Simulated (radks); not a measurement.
Values are calculated unless marked as measured or tabulated.
Hg3+, configuration [Xe] 4f14 5d9 (the NIST ground configuration).

Level of theory: Dirac Kohn-Sham, PBE, spin-unpolarised, spherical densities, finite nucleus; open shells are shared between the two j in proportion to 2j + 1; Fermi nuclear charge, rms radius 5.4648 fm (a radial shooting solver on a logarithmic mesh with Libxc functionals).

Energy parts (eV):
part                       energy
total                  -534838.82
kinetic                 616569.33
electron-nucleus      -1346332.25
Hartree                 205063.14
exchange-correlation    -10139.03

Orbitals (lengths in bohr, moments of r in powers of bohr; r(90%) holds 90 % of the orbital's charge):
1s1/2: occ. 2; eigenvalue (eV) -83030.69; <r^2> 0.0003810; r(90%) 0.0304; <r> 0.01659; <1/r> 97.50
2s1/2: occ. 2; eigenvalue (eV) -14732.99; <r^2> 0.005741; r(90%) 0.109; <r> 0.06926; <1/r> 24.02
2p1/2: occ. 2; eigenvalue (eV) -14141.44; <r^2> 0.004054; r(90%) 0.0950; <r> 0.05692; <1/r> 23.98
2p3/2: occ. 4; eigenvalue (eV) -12193.86; <r^2> 0.005240; r(90%) 0.107; <r> 0.06560; <1/r> 19.41
3s1/2: occ. 2; eigenvalue (eV) -3522.107; <r^2> 0.03725; r(90%) 0.265; <r> 0.1801; <1/r> 8.814
3p1/2: occ. 2; eigenvalue (eV) -3254.597; <r^2> 0.03392; r(90%) 0.257; <r> 0.1704; <1/r> 8.729
3p3/2: occ. 4; eigenvalue (eV) -2823.212; <r^2> 0.04031; r(90%) 0.279; <r> 0.1863; <1/r> 7.537
3d3/2: occ. 4; eigenvalue (eV) -2378.666; <r^2> 0.03086; r(90%) 0.252; <r> 0.1621; <1/r> 7.435
3d5/2: occ. 6; eigenvalue (eV) -2286.226; <r^2> 0.03260; r(90%) 0.259; <r> 0.1670; <1/r> 7.166
4s1/2: occ. 2; eigenvalue (eV) -801.1823; <r^2> 0.1800; r(90%) 0.573; <r> 0.3991; <1/r> 3.734
4p1/2: occ. 2; eigenvalue (eV) -686.2813; <r^2> 0.1832; r(90%) 0.583; <r> 0.4011; <1/r> 3.625
4p3/2: occ. 4; eigenvalue (eV) -582.1181; <r^2> 0.2154; r(90%) 0.631; <r> 0.4353; <1/r> 3.212
4d3/2: occ. 4; eigenvalue (eV) -393.9332; <r^2> 0.2263; r(90%) 0.660; <r> 0.4424; <1/r> 3.011
4d5/2: occ. 6; eigenvalue (eV) -374.5096; <r^2> 0.2376; r(90%) 0.676; <r> 0.4536; <1/r> 2.916
4f5/2: occ. 6; eigenvalue (eV) -132.3684; <r^2> 0.2769; r(90%) 0.766; <r> 0.4790; <1/r> 2.554
4f7/2: occ. 8; eigenvalue (eV) -128.1734; <r^2> 0.2847; r(90%) 0.777; <r> 0.4857; <1/r> 2.517
5s1/2: occ. 2; eigenvalue (eV) -151.9871; <r^2> 0.9104; r(90%) 1.29; <r> 0.9010; <1/r> 1.526
5p1/2: occ. 2; eigenvalue (eV) -113.9682; <r^2> 1.058; r(90%) 1.40; <r> 0.9684; <1/r> 1.401
5p3/2: occ. 4; eigenvalue (eV) -95.5406; <r^2> 1.272; r(90%) 1.54; <r> 1.062; <1/r> 1.251
5d3/2: occ. 3.6; eigenvalue (eV) -43.7045; <r^2> 2.141; r(90%) 2.06; <r> 1.361; <1/r> 0.9607
5d5/2: occ. 5.4; eigenvalue (eV) -41.6337; <r^2> 2.285; r(90%) 2.12; <r> 1.405; <1/r> 0.9269

The highest occupied level is 5d5/2 at -41.634 eV. The density falls to 0.001 e/bohr^3 at r = 3.25 bohr. The electron density at the nucleus is 2.324e+06 e/bohr^3. Summed over all electrons, <r^2> = 37.60 bohr^2, which gives a Langevin (diamagnetic) susceptibility term of -29.8 x 10^-6 cm^3/mol.
